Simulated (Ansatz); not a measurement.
Zn₃O₃H₁₂, a cluster cut from wurtzite ZnO (hydrogen-capped). Charge 0, multiplicity 1. Geometry PBE-D4/def2-SVP.

```xyz
18

O     1.962    0.591   -0.351
Zn    1.624    0.254    1.955
O    -0.640   -0.380    1.942
Zn    0.788    0.468   -2.384
O    -1.324   -0.207   -1.591
Zn   -2.410   -0.727    0.429
H     2.307    1.508   -0.372
H     2.732    0.010   -0.522
H     2.212   -1.209    1.995
H     1.373    1.769    2.316
H    -0.615   -1.238    2.415
H    -1.033    0.261    2.570
H     1.283   -0.975   -2.782
H     0.453    2.006   -2.478
H    -1.486   -1.012   -2.125
H    -1.910    0.485   -1.963
H    -3.084    0.685    0.624
H    -2.231   -2.290    0.324
```

Problem. Estimate the orbital energies around the gap (eV) in Ansatz with PBE-D4/def2-SVP, PBE-D4/def2-TZVP, B97M-V/def2-TZVP, PBE0-D4/def2-TZVPD, ωB97X-V/def2-TZVP.

Solution. 
```csv
orbital,PBE-D4/def2-SVP,PBE-D4/def2-TZVP,B97M-V/def2-TZVP,PBE0-D4/def2-TZVPD,ωB97X-V/def2-TZVP
HOMO−5,-7.10,-7.53,-7.86,-8.86,-11.40
HOMO−4,-6.34,-6.72,-7.11,-8.07,-10.49
HOMO−3,-6.34,-6.72,-7.11,-8.07,-10.49
HOMO−2,-5.85,-6.22,-6.59,-7.41,-9.83
HOMO−1,-5.85,-6.22,-6.59,-7.41,-9.82
HOMO,-5.84,-6.21,-6.58,-7.40,-9.82
LUMO,-0.79,-1.63,-1.51,-1.06,0.93
LUMO+1,-0.79,-1.63,-1.51,-1.06,0.93
LUMO+2,-0.62,-1.16,-1.10,-0.57,1.51
LUMO+3,0.97,0.12,0.17,0.19,2.47
LUMO+4,0.97,0.18,0.20,0.32,2.47
LUMO+5,1.42,0.18,0.20,0.33,2.57
```
